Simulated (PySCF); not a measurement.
PySCF input file for silyloxysilylformaldehyde (CH₆O₂Si₂), SMILES O([SiH3])[SiH2]C=O, PBE-D3(BJ)/def2-SVP. Coordinates come from a PBE-D3(BJ)/def2-SVP optimisation. One conformer was computed; it need not be the lowest.

```python
import numpy as np
from pyscf import gto, scf, dft, df
from pyscf.hessian import thermo

mol = gto.M(
    atom='''
    O    -0.17738568   -3.23533631    0.00000000
    C    -0.61881092   -2.09900870   -0.00000000
    Si    0.61391516   -0.60704174   -0.00000000
    O    -0.26599829    0.81501577    0.00000000
    Si   -0.15401208    2.48808039   -0.00000000
    H    -1.74180879   -1.90713488    0.00000000
    H     1.47560225   -0.71761965    1.22830288
    H     1.47560225   -0.71761966   -1.22830288
    H    -1.54804909    3.04096772   -0.00000001
    H     0.57997373    2.96174092    1.22565229
    H     0.57997373    2.96174093   -1.22565228
    ''',
    basis='def2-SVP',
    charge=0,
    spin=0,
    max_memory=1600,
    verbose=3,
)
mf = dft.RKS(mol, xc='pbe').density_fit(auxbasis='def2-universal-jkfit')
mf.disp = 'd3bj'
mf.grids.level = 3
mf.conv_tol = 1e-11
mf.max_cycle = 100
mf.kernel()

# [left out here: the lines that compute and print the analytic Hessian (its translational invariance restored by hand, since the grid's response is missing), thermochemistry and intensities]
```

Output:

```
converged SCF energy = -770.345920331588

WARN: DFTD3 does not support analytical Hessian, using finite difference


WARN: Mole.unit (angstrom) is changed to Bohr

Mode                                 0                   1                   2
Irrep
Freq [cm^-1]                       20.7991             56.5882             62.7653
Reduced mass [au]                   4.5625              1.1376              5.3343
Force const [Dyne/A]                0.0012              0.0021              0.0124
Char temp [K]                      29.9252             81.4178             90.3053
Normal mode                   x     y     z       x     y     z       x     y     z
       0   O                -0.00  0.00 -0.10   -0.00  0.00  0.01    0.11 -0.01 -0.00
       1   C                -0.00  0.00 -0.00   -0.00  0.00 -0.06    0.01 -0.05 -0.00
       2  Si                 0.00 -0.00  0.04    0.00 -0.00  0.04   -0.08  0.03  0.00
       3   O                 0.00  0.00  0.17    0.00 -0.00 -0.05   -0.12  0.01 -0.00
       4  Si                -0.00  0.00 -0.07   -0.00  0.00  0.00    0.08 -0.00 -0.00
       5   H                -0.00  0.00  0.07    0.00  0.00 -0.18   -0.01 -0.15 -0.00
       6   H                 0.05 -0.08  0.00   -0.10  0.01  0.11   -0.08  0.06 -0.00
       7   H                -0.05  0.08  0.00    0.10 -0.01  0.11   -0.08  0.06  0.00
       8   H                -0.00 -0.00 -0.05   -0.00 -0.00  0.53    0.15  0.16  0.00
       9   H                 0.09  0.17 -0.19    0.44 -0.06 -0.24    0.14 -0.09 -0.00
      10   H                -0.09 -0.17 -0.19   -0.44  0.06 -0.24    0.14 -0.09  0.00
Mode                                 3                   4                   5
Irrep
Freq [cm^-1]                       83.6253            144.2622            297.0827
Reduced mass [au]                   3.1108              5.1227              9.7622
Force const [Dyne/A]                0.0128              0.0628              0.5076
Char temp [K]                     120.3182            207.5612            427.4359
Normal mode                   x     y     z       x     y     z       x     y     z
       0   O                 0.00 -0.00  0.13    0.08 -0.01  0.00   -0.07 -0.17  0.00
       1   C                -0.00 -0.00 -0.14   -0.06 -0.06  0.00    0.07 -0.11  0.00
       2  Si                -0.00 -0.00 -0.05   -0.07 -0.05 -0.00    0.01  0.04 -0.00
       3   O                -0.00  0.00  0.10    0.13  0.06 -0.00   -0.01  0.05  0.00
       4  Si                 0.00  0.00  0.00   -0.01  0.06  0.00    0.00  0.07  0.00
       5   H                -0.00 -0.00 -0.47   -0.08 -0.20  0.00    0.08 -0.01  0.00
       6   H                 0.04 -0.10 -0.09   -0.09 -0.15  0.00    0.02  0.10  0.00
       7   H                -0.04  0.10 -0.09   -0.09 -0.15 -0.00    0.02  0.10 -0.00
       8   H                 0.00  0.00 -0.05   -0.06 -0.05 -0.00    0.01  0.08 -0.00
       9   H                -0.02  0.07 -0.01   -0.05  0.13  0.00    0.01  0.06  0.00
      10   H                 0.02 -0.07 -0.01   -0.05  0.13 -0.00    0.01  0.06 -0.00
Mode                                 6                   7                   8
Irrep
Freq [cm^-1]                      453.2133            598.2363            680.3939
Reduced mass [au]                   1.1813              5.1285              4.2597
Force const [Dyne/A]                0.1430              1.0814              1.1619
Char temp [K]                     652.0730            860.7288            978.9354
Normal mode                   x     y     z       x     y     z       x     y     z
       0   O                -0.00 -0.00 -0.03    0.01  0.02  0.00    0.03 -0.00 -0.00
       1   C                 0.00 -0.00  0.01   -0.02  0.01 -0.00   -0.19 -0.09  0.00
       2  Si                 0.00  0.00  0.07    0.06 -0.10 -0.00    0.08  0.06 -0.00
       3   O                -0.00 -0.00 -0.03   -0.10 -0.03  0.00   -0.00  0.01  0.00
       4  Si                 0.00  0.00 -0.00   -0.01  0.10  0.00   -0.01 -0.01  0.00
       5   H                 0.00  0.00 -0.38   -0.01  0.01  0.00   -0.23 -0.29 -0.00
       6   H                 0.48  0.21 -0.26    0.07 -0.16 -0.01    0.10  0.05 -0.02
       7   H                -0.48 -0.21 -0.26    0.07 -0.16  0.01    0.10  0.05  0.02
       8   H                 0.00  0.00  0.01    0.07  0.29 -0.00    0.03  0.08 -0.00
       9   H                -0.01 -0.05  0.02    0.04  0.04 -0.01    0.02 -0.05 -0.00
      10   H                 0.01  0.05  0.02    0.04  0.04  0.01    0.02 -0.05  0.00
Mode                                 9                  10                  11
Irrep
Freq [cm^-1]                      682.0827            710.1399            713.9216
Reduced mass [au]                   1.0816              1.2484              1.2111
Force const [Dyne/A]                0.2965              0.3709              0.3637
Char temp [K]                     981.3651           1021.7331           1027.1742
[...]
       7   H                -0.22 -0.58 -0.11   -0.15 -0.13 -0.07    0.47 -0.19  0.36
       8   H                -0.05 -0.14  0.00    0.00  0.00  0.02   -0.05 -0.13  0.00
       9   H                 0.03 -0.09  0.01   -0.01  0.01  0.00   -0.08 -0.21  0.13
      10   H                 0.03 -0.09 -0.01    0.01 -0.01  0.00   -0.08 -0.21 -0.13
Mode                                15                  16                  17
Irrep
Freq [cm^-1]                      912.1984            916.2306            963.6022
Reduced mass [au]                   1.0497              1.0508              1.2035
Force const [Dyne/A]                0.5146              0.5197              0.6584
Char temp [K]                    1312.4504           1318.2518           1386.4090
Normal mode                   x     y     z       x     y     z       x     y     z
       0   O                 0.00  0.00 -0.00   -0.00  0.00  0.00    0.00  0.01 -0.00
       1   C                -0.00 -0.00  0.00    0.00  0.00 -0.00   -0.01 -0.00 -0.00
       2  Si                -0.00 -0.00 -0.00   -0.01 -0.00 -0.00    0.01 -0.02  0.00
       3   O                 0.00  0.00  0.00    0.00  0.00  0.00    0.01 -0.04 -0.00
       4  Si                -0.00  0.00 -0.04   -0.04  0.01  0.00    0.00  0.07  0.00
       5   H                 0.00  0.00 -0.02    0.00  0.00  0.00   -0.02 -0.00  0.00
       6   H                -0.01 -0.00  0.00    0.10 -0.00 -0.07   -0.15  0.19  0.14
       7   H                 0.01  0.00  0.00    0.10 -0.00  0.07   -0.15  0.19 -0.14
       8   H                -0.00 -0.00  0.77   -0.12 -0.25 -0.00   -0.19 -0.42 -0.00
       9   H                -0.36  0.19  0.13    0.55  0.03 -0.35    0.05 -0.45  0.17
      10   H                 0.36 -0.19  0.13    0.55  0.03  0.35    0.05 -0.45 -0.17
Mode                                18                  19                  20
Irrep
Freq [cm^-1]                     1058.9246           1324.6417           1732.6344
Reduced mass [au]                   7.4369              1.2198             11.7568
Force const [Dyne/A]                4.9133              1.2611             20.7947
Char temp [K]                    1523.5567           1905.8645           2492.8751
Normal mode                   x     y     z       x     y     z       x     y     z
       0   O                -0.00  0.00  0.00   -0.06  0.03 -0.00   -0.05  0.15  0.00
       1   C                -0.01  0.00  0.00    0.08  0.05 -0.00    0.07 -0.21 -0.00
       2  Si                -0.03  0.05 -0.00    0.00 -0.01  0.00   -0.00  0.00  0.00
       3   O                 0.05 -0.21  0.00   -0.00  0.01  0.00    0.00 -0.00 -0.00
       4  Si                 0.00  0.05 -0.00    0.00 -0.00  0.00    0.00  0.00 -0.00
       5   H                -0.02 -0.05  0.00   -0.06 -0.89 -0.00    0.09  0.05 -0.00
       6   H                -0.03  0.03  0.01    0.01  0.04 -0.01    0.00 -0.01  0.02
       7   H                -0.03  0.03 -0.01    0.01  0.04  0.01    0.00 -0.01 -0.02
       8   H                 0.06  0.17  0.00   -0.00 -0.00  0.00   -0.00 -0.00 -0.00
       9   H                 0.00  0.14 -0.05   -0.00 -0.00  0.00    0.00 -0.00  0.00
      10   H                 0.00  0.14  0.05   -0.00 -0.00 -0.00    0.00 -0.00 -0.00
Mode                                21                  22                  23
Irrep
Freq [cm^-1]                     2152.6904           2162.2007           2163.5385
Reduced mass [au]                   1.0279              1.0522              1.0289
Force const [Dyne/A]                2.8064              2.8983              2.8376
Char temp [K]                    3097.2422           3110.9254           3112.8502
Normal mode                   x     y     z       x     y     z       x     y     z
       0   O                 0.00 -0.00 -0.00   -0.00  0.00 -0.00    0.00 -0.00 -0.00
       1   C                -0.00  0.01  0.00    0.00 -0.00  0.00   -0.00  0.00  0.00
       2  Si                -0.02  0.00  0.00    0.00 -0.00  0.03   -0.01  0.00  0.00
       3   O                -0.00  0.00 -0.00   -0.00 -0.00 -0.00    0.00 -0.00 -0.00
       4  Si                 0.01  0.01 -0.00    0.00  0.00 -0.03   -0.02 -0.01  0.00
       5   H                 0.00 -0.01  0.00   -0.00  0.00  0.00    0.00 -0.01  0.00
       6   H                 0.34 -0.04  0.50   -0.29  0.03 -0.40    0.19 -0.03  0.28
       7   H                 0.34 -0.04 -0.50    0.29 -0.03 -0.40    0.19 -0.03 -0.28
       8   H                 0.07 -0.02 -0.00    0.00 -0.00 -0.01   -0.08  0.03  0.00
       9   H                -0.16 -0.10 -0.28    0.24  0.15  0.39    0.29  0.19  0.50
      10   H                -0.16 -0.10  0.28   -0.24 -0.15  0.39    0.29  0.19 -0.50
Mode                                24                  25                  26
Irrep
Freq [cm^-1]                     2167.0009           2192.9846           2714.6695
Reduced mass [au]                   1.0530              1.0442              1.0825
Force const [Dyne/A]                2.9133              2.9587              4.7001
Char temp [K]                    3117.8318           3155.2165           3905.8049
Normal mode                   x     y     z       x     y     z       x     y     z
       0   O                 0.00 -0.00  0.00   -0.00 -0.00  0.00   -0.00  0.00  0.00
       1   C                -0.00  0.00 -0.00   -0.00  0.00 -0.00   -0.08  0.01  0.00
       2  Si                -0.00  0.00 -0.03   -0.00  0.00 -0.00    0.00  0.00 -0.00
       3   O                 0.00 -0.00  0.00    0.00 -0.00 -0.00    0.00 -0.00  0.00
       4  Si                -0.00 -0.00 -0.03    0.03 -0.01  0.00   -0.00  0.00 -0.00
       5   H                 0.00 -0.00 -0.00    0.00 -0.00 -0.00    0.95 -0.14 -0.00
       6   H                 0.28 -0.03  0.39    0.01 -0.00  0.01   -0.01 -0.00 -0.00
       7   H                -0.28  0.03  0.39    0.01 -0.00 -0.01   -0.01 -0.00  0.00
       8   H                -0.00  0.00 -0.01   -0.91  0.35  0.00    0.00 -0.00  0.00
       9   H                 0.25  0.15  0.40   -0.02 -0.02 -0.06   -0.00 -0.00 -0.00
      10   H                -0.25 -0.15  0.40   -0.02 -0.02  0.06   -0.00 -0.00  0.00
temperature 298.1500 [K]
pressure 101325.00 [Pa]
Rotational constants [GHz] 14.82405 1.11630 1.06468
Symmetry number 1
Zero-point energy (ZPE) 0.06284 [Eh]   164992.914 [J/mol]
                           tot       elec      trans        rot        vib
Entropy [J/mol/K]       393.754      0.000    166.933    114.235    112.585
Cv [J/mol/K]            111.667      0.000     12.472     12.472     86.723
Cp [J/mol/K]            119.981      0.000     20.786     12.472     86.723
Internal energy [J/mol]                      3718.434   3718.434 179739.444
Internal energy [Eh]   -770.27463  -770.34592
Enthalpy [J/mol]                             6197.391   3718.434 179739.444
Enthalpy [Eh]          -770.27368
Gibbs free energy [J/mol]                  -43573.823 -30340.826 146172.125
Gibbs free energy [Eh] -770.31840
mode   freq/cm-1   IR/(km/mol)
   1       20.80         0.012
   2       56.59         0.028
   3       62.77         0.869
   4       83.63         9.293
   5      144.26        10.967
   6      297.08         3.814
   7      453.21        21.055
   8      598.24         2.900
   9      680.39        10.405
  10      682.08         5.751
  11      710.14        44.603
  12      713.92        61.790
  13      847.73       357.934
  14      865.15        19.002
  15      907.35       209.118
  16      912.20        66.605
  17      916.23        92.569
  18      963.60       220.469
  19     1058.92       402.078
  20     1324.64        12.465
  21     1732.63       102.755
  22     2152.69        55.291
  23     2162.20         0.138
  24     2163.54       101.940
  25     2167.00       245.973
  26     2192.98       106.062
  27     2714.67       162.953
max |gradient| / (hartree/bohr): 5.854840751687675e-05
APT charges: [-0.5534  0.4589  1.3557 -1.2623  1.4444 -0.1025 -0.265  -0.265  -0.2612
 -0.2748 -0.2748]
```

The run converged.

Cost: roughly 50 core-seconds.
